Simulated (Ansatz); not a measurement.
`N[Si](O)(F)F` + H₂ → `O[SiH](F)F` + NH₃ at 500 K and 1 bar (hydrogenolysis of the Si–N bond).

Program: Ansatz. Geometries: PBE0-D4/def2-TZVP. ΔE: electronic, gas phase. CCSD(T)/CBS is the MP2 limit (def2-TZVPP, def2-QZVPP) plus CCSD(T) − MP2 in def2-TZVPP, frozen cores. This one scheme is used for every species. One conformer a species, not always the lowest.

```csv
species,CCSD(T)/CBS energy (Eh),H − E (kJ/mol),S (J/(mol·K))
`N[Si](O)(F)F`,-620.58997,166.9,385.1
H₂,-1.17544,41.0,145.5
`O[SiH](F)F`,-565.23707,109.1,341.1
NH₃,-56.50880,108.2,211.8
```

H − E and S are ideal-gas, rigid-rotor, harmonic terms from PBE0-D4/def2-TZVP, for one conformer and one mirror image of each species. The MP2-based limit puts H₂ 0.8 mEh under its directly extrapolated value; such offsets cancel only in part. 1 Eh = 2625.50 kJ/mol, R = 8.31446 J/(mol·K).

Problem. By hand: ΔE, ΔH, ΔS and ΔG.

Solution. ΔE = (-565.23707) + (-56.50880) − (-620.58997) − (-1.17544) = 0.01954 Eh = 51.3 kJ/mol. Δ(H − E) = 109.1 + 108.2 − 166.9 − 41.0 = 9.4, so ΔH = 60.7 kJ/mol. ΔS = 341.1 + 211.8 − 385.1 − 145.5 = 22.3 J/(mol·K). ΔG = 60.7 − 500 × (22.3)/1000 = 49.6 kJ/mol.

Problem. By hand: the equilibrium constant, and the temperature at which ΔG would vanish if ΔH and ΔS stayed fixed.

Solution. log₁₀ K = −ΔG/(RT ln 10) = -5.2. ΔG = 0 at ΔH/ΔS = 2722 K, far beyond where these terms or the molecules hold.

ΔH outweighs TΔS. A doubt of 5 kJ/mol in ΔE shifts log₁₀ K by 0.5 here. Other conformers and mirror images would add mixing entropy, several J/(mol·K) or more a flexible species. These are equilibria of isolated gas molecules and say nothing of rates. Largest T1 diagnostic: 0.011 (customary marks: 0.02 for closed shells, 0.045 for open ones).
